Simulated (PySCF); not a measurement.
SMILES [SbH2], doublet at its PBE0/def2-SVP optimised geometry (Å):

```
3

Sb    -0.8593    -0.8600     0.0000
H      0.8608    -0.8600     0.0000
H     -0.8608     0.8600     0.0000
```

Method: unrestricted PBE0/def2-TZVP, def2 effective core potentials past Kr (PySCF 2.14.0). The core electrons that the potentials of Sb replace are not part of the density.

Map of the HOMO amplitude (α) (bohr^(-3/2)) on the plane z = 1.5 Å; orbital energy -6.36 eV, overall sign arbitrary:

```
|                           |
|                           |
|                           |
|                           |
|                           |
|                           |
|                           |
|       ......              |
|     ..........            |
|   ....:::::....           |
|  ...::::--:::...          |
|  ..::---==---::..         |
| ..::-==++++=--:...        |
| ..:-==+****+=--:..        |
|..::-=+*#%%#*+=-:...       |
|..:-=+*#%@@%#*+-::..       |
|..:-=+*%@@@@%*+=-:..       |
|..:-=+#%@@@@%*+=-:..       |
|..:-=+*#%@@%#*+-::..       |
|..::-=+##%%#*+=-::..       |
|...:-=++*#**+==-:..        |
| ..::-==++++==-::..        |
| ...::--====--::..         |
|  ...:::----:::...         |
|   ....::::::....          |
|    ...........            |
|      .......              |
```
Scale: ten equal steps from 0.000 (start of ' ') to 0.106 (end of '@'), in the order ' .:-=+*#%@'; x runs from -3.00 to 3.00, y from -3.00 (bottom) to 3.00 (top).
